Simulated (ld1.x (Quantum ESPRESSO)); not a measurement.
**What one change does to a pseudopotential (Mo (Z = 42), TM)**

ld1.x (Quantum ESPRESSO) 7.5 input, shortened:

```
&input
   title='Mo', zed=42., rel=1, dft='PBE', iswitch=3,
   config='[Kr] 4d5 5s1 5p0'
 /
 &inputp
   pseudotype=2, tm=.true., lloc=0,
   nlcc=.false.
 /
3
5P  2  1   0.00   0.00  3.45  3.45  0.0
4D  3  2   5.00   0.00  1.60  1.60  0.0
5S  1  0   1.00   0.00  2.95  2.95  0.0
 &test
   configts(1)='4d5 5s1 5p0'
 /
```

Change: core correction a·sin(br)/r model core inside 1.56 bohr.

Cutoffs: the cutoffs (Ry, on a coarse ladder) from which the occupation-weighted sum of valence levels, in a spherical-Bessel basis at the reference potential, stays within 10 and 1 mRy of its value at 400 Ry; they do not see the model core or the augmentation charge, which bear on the density cutoff. Errors are all-electron minus pseudo energies relative to the spin-unpolarised reference configuration.

**Question.** Predict the effect on cutoff, ghosts and configuration errors.

**Answer.** The potential gets neither clearly harder nor softer (45 Ry and 50 Ry → 45 Ry and 50 Ry); of the 7 tests that both files solve, the error grows in 6 and shrinks in 0 by more than 15 % and 0.3 meV (median size 54.5 → 114.8 meV); neither file shows a bound ghost. A model core, the more so a compact one, raises the density cutoff, which this test does not measure.

| quantity | base | changed |
| --- | --- | --- |
| cutoff, loose | 45 Ry | 45 Ry |
| cutoff, tight | 50 Ry | 50 Ry |
| bound ghosts | none | none |
| error for 4d5 5s0 5p0, meV [ΔE 6.89 eV] | +16 | -16 |
| error for 4d4 5s0 5p0, meV [ΔE 22.35 eV] | +3.7 | -122 |
| error for 4d3 5s0 5p0, meV [ΔE 49.10 eV] | -206 | -656 |
| error for 4d4 5s1 5p1, meV [ΔE 3.74 eV] | -81 | -115 |
| error for 4d2 5s0 5p0, meV [ΔE 88.60 eV] | -524 | -1777 |
| error for 4d4 5s1 5p0, meV [ΔE 8.06 eV] | -54 | -83 |
| error for 4d5.5 5s0.5 5p0, meV [ΔE 0.28 eV] | -14 | -20 |
| s: phases at 3.74 bohr within 0.05 rad from the reference energy up to (Ry; the scan ends near 5) | 1.3 | 1.3 |
| p: phases at 3.74 bohr within 0.05 rad from the reference energy up to (Ry; the scan ends near 5) | 1.8 | 1.8 |
| d: phases at 3.74 bohr within 0.05 rad from the reference energy up to (Ry; the scan ends near 5) | 0.5 | 0.5 |
